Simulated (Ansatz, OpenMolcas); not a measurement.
## How methods differ on SiH3Br (SMILES [SiH3]Br)

SiH3Br has 5 atoms, charge 0, and is taken as a singlet. SMILES: `[SiH3]Br`. Geometry: relaxed at PBE0-D4/def2-TZVP.

```xyz
5

Si   -0.1474    0.0561   -0.0432
Br    1.8530   -0.7051    0.5433
H    -1.0646   -0.1052    1.1079
H    -0.6256   -0.7313   -1.2023
H    -0.0155    1.4856   -0.4056
```

Quantity: the energy change with the Si1–H4 bond stretched from 1.481 to 1.925 Å, in eV. The values are calculated.

| level | kind | program | value (eV) | CPU time (all runs) |
| --- | --- | --- | --- | --- |
| HF/def2-TZVP (restricted) | Hartree–Fock | OpenMolcas | 1.17 | 17 s |
| BLYP/def2-TZVP (restricted) | GGA | Ansatz | 0.92 | 9.2 s |
| revPBE/def2-TZVP (restricted) | GGA | Ansatz | 0.89 | 9.7 s |
| B3LYP/def2-TZVP (restricted) | global hybrid | Ansatz | 1.01 | 13 s |
| B2PLYP/def2-TZVP (restricted) | double hybrid | Ansatz | 1.06 | 16 s |
| RPA@PBE0/def2-TZVP (restricted) | RPA | Ansatz | 1.05 | 19 s |
| MP2/def2-TZVP (restricted) | perturbation theory | Ansatz | 1.10 | 5.9 s |
| CASPT2(14,11)/def2-TZVP | multireference | OpenMolcas | 0.99 | 78 s |
| CASSCF(14,11)/def2-TZVP | multireference | OpenMolcas | 0.87 | 69 s |
| BCCD(T)/def2-TZVP (restricted) | coupled cluster or CI | Ansatz | 1.03 | 37 s |

All-electron rows without a relativistic Hamiltonian named are non-relativistic. The first shape isn't each level's own minimum. The values span 0.87 to 1.17 eV. In the correlated wave-function rows the outer d shell of Br is correlated, in sets not made for it. Times are those of the runs behind each value, whatever else they computed, on shared processors of several kinds: orders of magnitude only.
